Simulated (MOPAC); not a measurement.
MOPAC input (PM7):

```
PM7 FORCE THERMO(298,298) PRECISE LET CHARGE=-1 GEO-OK AUX(PRECISION=9) THREADS=1
H3BN

B    -0.61893185 1    0.19984577 1    0.00092853 1
N     0.61845588 1   -0.29259256 1   -0.00298664 1
H    -1.58946379 1   -0.48500569 1   -0.01973772 1
H    -1.04725745 1    1.30517957 1    0.02300210 1
H     1.39522888 1    0.33098912 1    0.01522597 1
```

From the last part of the output:

```
     H    5   0.910467   4.011416   0.194031   0.165429   4.454469

          HEAT OF FORMATION =     -19.156635 KCALS/MOLE

          ZERO POINT ENERGY      20.302 KCAL/MOL

           NORMAL COORDINATE ANALYSIS (Total motion = 1 Angstrom)

   Root No.       1         2         3         4         5         6         7         8

                 1 A'      1 A"      2 A'      2 A"      3 A'      4 A'      5 A'      6 A'

                 784.6     890.5     940.2    1021.3    1141.8    1404.9    2603.9    2613.0

           1   -0.0016   -0.0000   -0.0288    0.0000    0.0190    0.2350   -0.0587    0.0273
           2    0.0684    0.0000   -0.0065   -0.0000    0.0689   -0.0183   -0.0324   -0.0628
           3    0.0000   -0.0951    0.0000    0.0438    0.0000   -0.0000   -0.0000   -0.0000
           4    0.0147    0.0000   -0.0248   -0.0000   -0.0517   -0.1776    0.0007   -0.0018
           5   -0.0166   -0.0000    0.0062    0.0000   -0.0684    0.0190   -0.0016    0.0014
           6    0.0000    0.0089   -0.0000   -0.0542   -0.0000    0.0000    0.0000    0.0000
           7   -0.2653    0.0000    0.4000    0.0000   -0.1129    0.0992    0.0990   -0.4074
           8   -0.1297   -0.0000    0.2867   -0.0000   -0.0152   -0.1244   -0.1575    0.5805
           9   -0.0000    0.4174    0.0000    0.1321   -0.0000    0.0000    0.0000    0.0000
          10    0.2830    0.0000    0.2872   -0.0000    0.1488    0.1090    0.5109    0.1266
          11   -0.2169   -0.0000   -0.3048    0.0000   -0.0704    0.1161    0.5278    0.1181
          12   -0.0000    0.2916   -0.0000   -0.3087    0.0000   -0.0000    0.0000    0.0000
          13   -0.2053    0.0000   -0.0339    0.0000    0.4799   -0.2606    0.0105    0.0135
          14   -0.1554   -0.0000    0.0015   -0.0000    0.2968   -0.0595   -0.0008   -0.0449
          15   -0.0000    0.1870    0.0000    0.4612    0.0000   -0.0000   -0.0000    0.0000

   Root No.       9

                 7 A'

                2801.4

           1    0.0046
           2   -0.0094
           3   -0.0000
           4    0.0326
           5   -0.0483
           6   -0.0000
           7   -0.0245
           8    0.0351
           9   -0.0000
          10    0.0090
          11    0.0139
          12    0.0000
          13   -0.4871
          14    0.7231
          15    0.0000

           MASS-WEIGHTED COORDINATE ANALYSIS (NORMAL COORDINATES)

   Root No.       1         2         3         4         5         6         7         8

                 1 A'      1 A"      2 A'      2 A"      3 A'      4 A'      5 A'      6 A'

                 784.6     890.5     940.2    1021.3    1141.8    1404.9    2603.9    2613.0

           1   -0.0091   -0.0000   -0.1428    0.0000    0.0865    0.7142   -0.2437    0.1168
           2    0.3852    0.0000   -0.0323   -0.0000    0.3143   -0.0555   -0.1345   -0.2687
           3    0.0000   -0.4972    0.0000    0.2304    0.0000   -0.0000   -0.0000   -0.0000
           4    0.0946    0.0000   -0.1396   -0.0000   -0.2687   -0.6143    0.0032   -0.0089
           5   -0.1067   -0.0000    0.0351    0.0000   -0.3550    0.0657   -0.0075    0.0069
           6    0.0000    0.0531   -0.0000   -0.3251   -0.0000    0.0000    0.0000    0.0000
           7   -0.4566    0.0000    0.6049    0.0000   -0.1573    0.0921    0.1255   -0.5325
           8   -0.2232   -0.0000    0.4336   -0.0000   -0.0212   -0.1155   -0.1997    0.7586
           9   -0.0000    0.6664    0.0000    0.2124   -0.0000    0.0000    0.0000    0.0000
          10    0.4870    0.0000    0.4344   -0.0000    0.2072    0.1011    0.6475    0.1655
          11   -0.3732   -0.0000   -0.4610    0.0000   -0.0980    0.1078    0.6689    0.1544
          12   -0.0000    0.4656   -0.0000   -0.4963    0.0000   -0.0000    0.0000    0.0000
          13   -0.3534    0.0000   -0.0513    0.0000    0.6684   -0.2418    0.0133    0.0177
          14   -0.2675   -0.0000    0.0022   -0.0000    0.4135   -0.0552   -0.0011   -0.0587
          15   -0.0000    0.2985    0.0000    0.7414    0.0000   -0.0000   -0.0000    0.0000

   Root No.       9

                 7 A'

                2801.4

           1    0.0168
           2   -0.0341
           3   -0.0000
           4    0.1350
           5   -0.2001
           6   -0.0000
           7   -0.0273
           8    0.0390
           9   -0.0000
          10    0.0100
          11    0.0155
          12    0.0000
          13   -0.5410
          14    0.8032
          15    0.0000

          DESCRIPTION OF VIBRATIONS

 VIBRATION          1    1A'         ATOM PAIR     ENERGY CONTRIBUTION    RADIAL
 FREQUENCY           784.56         B 1 -- H 4         +39.6% ( 83.4%)      5.8%
 TRANSITION DIPOLE   0.5649         B 1 -- H 3         +29.6% ( 72.1%)     12.4%
 TRAVEL (Ang.)       0.4175         N 2 -- H 5         +16.5% ( 53.8%)      2.9%
 REDUCED MASS        0.4931         B 1 -- N 2         +14.3% ( 50.1%)      4.3%
 EFFECTIVE MASS      3.1939
 FORCE CONSTANT      0.1788

 VIBRATION          2    1A"         ATOM PAIR     ENERGY CONTRIBUTION    RADIAL
 FREQUENCY           890.48         B 1 -- H 3         +47.9% ( 69.3%)      0.0%
 TRANSITION DIPOLE   0.3114         B 1 -- H 4         +37.2% ( 61.0%)      0.0%
 TRAVEL (Ang.)       0.2877         B 1 -- N 2          +8.5% ( 29.2%)      0.0%
 REDUCED MASS        0.9149         N 2 -- H 5          +6.3% ( 25.2%)      0.0%
 EFFECTIVE MASS      2.6105
 FORCE CONSTANT      0.4275

 VIBRATION          3    2A'         ATOM PAIR     ENERGY CONTRIBUTION    RADIAL
 FREQUENCY           940.20         B 1 -- H 3         +57.0% ( 69.6%)      0.0%
 TRANSITION DIPOLE   0.3594         B 1 -- H 4         +37.8% ( 56.6%)      1.2%
 TRAVEL (Ang.)       0.3855         N 2 -- H 5          +2.7% ( 15.3%)     58.6%
 REDUCED MASS        0.4826         B 1 -- N 2          +2.5% ( 14.5%)      0.2%
 EFFECTIVE MASS      1.3443
 FORCE CONSTANT      0.2513

 VIBRATION          4    2A"         ATOM PAIR     ENERGY CONTRIBUTION    RADIAL
 FREQUENCY          1021.27         N 2 -- H 5         +66.8% ( 68.0%)      0.0%
 TRANSITION DIPOLE   0.5828         B 1 -- H 4         +26.1% ( 42.5%)      0.0%
 TRAVEL (Ang.)       0.3450         B 1 -- N 2          +5.6% ( 19.6%)      0.0%
 REDUCED MASS        0.5548         B 1 -- H 3          +1.5% ( 10.1%)      0.0%
 EFFECTIVE MASS      2.0752
 FORCE CONSTANT      0.3409

 VIBRATION          5    3A'         ATOM PAIR     ENERGY CONTRIBUTION    RADIAL
 FREQUENCY          1141.80         N 2 -- H 5         +66.0% ( 85.0%)      2.9%
 TRANSITION DIPOLE   0.9132         B 1 -- N 2         +18.8% ( 45.4%)     22.0%
 TRAVEL (Ang.)       0.2360         B 1 -- H 4          +7.9% ( 29.4%)     26.2%
 REDUCED MASS        1.0606         B 1 -- H 3          +7.4% ( 28.4%)     12.7%
 EFFECTIVE MASS      3.8962
 FORCE CONSTANT      0.8146

 VIBRATION          6    4A'         ATOM PAIR     ENERGY CONTRIBUTION    RADIAL
 FREQUENCY          1404.86         B 1 -- N 2         +51.9% ( 99.4%)     99.2%
 TRANSITION DIPOLE   0.4057         B 1 -- H 4         +18.7% ( 59.8%)     22.0%
 TRAVEL (Ang.)       0.0991         B 1 -- H 3         +18.7% ( 59.7%)     21.4%
 REDUCED MASS        4.8918         N 2 -- H 5         +10.7% ( 45.1%)     54.4%
 EFFECTIVE MASS     11.4813
 FORCE CONSTANT      5.6883

 VIBRATION          7    5A'         ATOM PAIR     ENERGY CONTRIBUTION    RADIAL
 FREQUENCY          2603.91         B 1 -- H 4         +91.7% ( 97.0%)     99.2%
```

The dipole moment of an ion depends on the origin.
